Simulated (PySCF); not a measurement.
C3H7NOSi. Atoms are numbered in the order given.

```xyz
13

N     -0.5450    -3.6323     0.0000
C      0.0267    -2.6200     0.0000
C      0.7066    -1.3326     0.0000
C     -0.2728    -0.1562     0.0000
O      0.4896     1.0261     0.0000
Si    -0.1865     2.5577     0.0000
H      1.3586    -1.2602    -0.8865
H      1.3586    -1.2602     0.8865
H     -0.9258    -0.2180     0.8928
H     -0.9258    -0.2180    -0.8928
H     -1.0365     2.7547     1.2144
H     -1.0365     2.7547    -1.2144
H      0.9537     3.5088     0.0000
```

The structure is a stationary point at r2SCAN-D4/def2-SVP. Other conformers were not sampled.

Calculation: PBE/pcSseg-1 in PySCF.

GIAO shieldings, no solvent; atoms alike by connectivity are averaged. δ = σ(ref) − σ: ¹⁵N against NH3 (σ = 267.0 ppm); ¹³C against TMS (σ = 182.0 ppm); ¹⁷O against H2O (σ = 334.3 ppm); ²⁹Si against TMS (σ = 335.4 ppm); ¹H against TMS (σ = 31.49 ppm), references at their B3LYP-D3(BJ)/def2-TZVP geometries, non-relativistic.

Task: Estimate the chemical shifts. (An estimate is asked for; the answer gives what the named calculation found.)

Result: 
| nucleus | atoms | count | δ (ppm) |
|---|---|---|---|
| ¹⁵N | N1 | 1 | 309.2 |
| ¹³C | C2 | 1 | 119.5 |
| ¹³C | C4 | 1 | 71.0 |
| ¹³C | C3 | 1 | 25.4 |
| ¹⁷O | O5 | 1 | 36.6 |
| ²⁹Si | Si6 | 1 | -28.1 |
| ¹H | H11, H12, H13 | 3 | 5.32 |
| ¹H | H9, H10 | 2 | 4.14 |
| ¹H | H7, H8 | 2 | 2.75 |
